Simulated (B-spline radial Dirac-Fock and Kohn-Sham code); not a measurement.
## Two-hole binding energies of Cu⁴⁺

System: the Cu⁴⁺ ion, [Ar] 3d7, inside a Watson sphere of charge -4 and radius 2.4 Å (a model of the Madelung potential; inside it an electron's potential energy is raised by 24.0 eV).

Calculated with a radial finite-basis atomic code, using Dirac-Fock ΔSCF + Breit + QED. U is the two-hole binding energy less the two single-hole energies, the effective repulsion of the holes after relaxation. Each two-hole energy is an average over J within one jj subconfiguration.

| holes | E(a) (eV) | E(b) (eV) | E(ab) (eV) | U (eV) |
| --- | --- | --- | --- | --- |
| 1s⁻² | 9042.3 | 9042.3 | 18504.6 | 420.0 |
| 1s⁻¹ 2p1/2⁻¹ | 9042.3 | 1016.9 | 10172.0 | 112.8 |
| 1s⁻¹ 2p3/2⁻¹ | 9042.3 | 996.8 | 10149.0 | 109.9 |
| 1s⁻¹ 3p1/2⁻¹ | 9042.3 | 135.1 | 9212.5 | 35.1 |
| 1s⁻¹ 3p3/2⁻¹ | 9042.3 | 132.4 | 9209.2 | 34.6 |
| 2s⁻² | 1164.5 | 1164.5 | 2399.1 | 70.1 |
| 2s⁻¹ 2p1/2⁻¹ | 1164.5 | 1016.9 | 2245.6 | 64.2 |
| 2p1/2⁻¹ 2p3/2⁻¹ | 1016.9 | 996.8 | 2090.7 | 77.0 |
| 2p3/2⁻² | 996.8 | 996.8 | 2071.9 | 78.2 |
| 2s⁻¹ 3p3/2⁻¹ | 1164.5 | 132.4 | 1328.1 | 31.2 |
| 2p3/2⁻¹ 3s⁻¹ | 996.8 | 183.1 | 1211.9 | 32.0 |
| 2p1/2⁻¹ 3p3/2⁻¹ | 1016.9 | 132.4 | ? | ? |
| 3p1/2⁻¹ 3p3/2⁻¹ | 135.1 | 132.4 | 293.7 | 26.2 |
| 3p3/2⁻² | 132.4 | 132.4 | 291.5 | 26.7 |

Question: Give the missing two-hole energy and U.

Answer: E(ab) = 1181.2 eV and U = 32.0 eV.
